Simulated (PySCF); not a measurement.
SMILES Clc1c[c]ccc1 (C₆H₄Cl), doublet at its PBE0/def2-SVP optimised geometry (Å):

```
11

Cl    -1.0227    -2.4243     0.0003
C     -0.1280    -0.9400     0.0000
C      1.2730    -0.9818     0.0000
C      1.9045     0.2394     0.0000
C      1.3002     1.4757     0.0000
C     -0.1010     1.4757     0.0000
C     -0.8135     0.2769     0.0000
H      1.8041    -1.9363    -0.0001
H      1.8677     2.4095     0.0000
H     -0.6451     2.4243     0.0000
H     -1.9045     0.2756     0.0001
```

Level of theory: unrestricted PBE0/def2-TZVP (PySCF 2.14.0). Cells within 0.4 Å of a nucleus heavier than hydrogen are left out (blank, or x).

Map of the electrostatic potential (hartree/e), clipped to [-0.08, 0.12] on the plane z = 0.0 Å:

```
|11111111112222222222221111111|
|11111111222222222222222211111|
|11111112222332222222322221111|
|11111112233444322234443221111|
|11111122235897433357875322111|
|11111122349999844599997422111|
|11111222359999987999999421111|
|11111222359999999999999421111|
|11112222348999999999996321111|
|1111222334899xx99xxx995211100|
|1112223456999xx99xxx996310000|
|11122358999999999999999410000|
|11123499999x99999999999820000|
|11123599999xx999999xxx9920000|
|11123599999xx999999xx99920000|
|11112369999999999999999610000|
|1111123458999xx999x9998310000|
|1111111236999xx99xxx995211000|
|0000000138999xx999x9995211100|
|00000001799999999999996321111|
|00000003999999999999998321111|
|0000000599xx99985799997321111|
|0000001699xx99953479995321111|
|00000015999999931235553221111|
|00000014999999410122332211111|
|00000012599993000011222111111|
|00000011244420000011111111111|
|00000011111100000001111111111|
|00000001111000000000111111111|
```
Scale: ten equal steps from -0.013 (start of '0') to 0.120 (end of '9'), in the order '0123456789'; x runs from -4.50 to 4.50, y from -4.50 (bottom) to 4.50 (top).
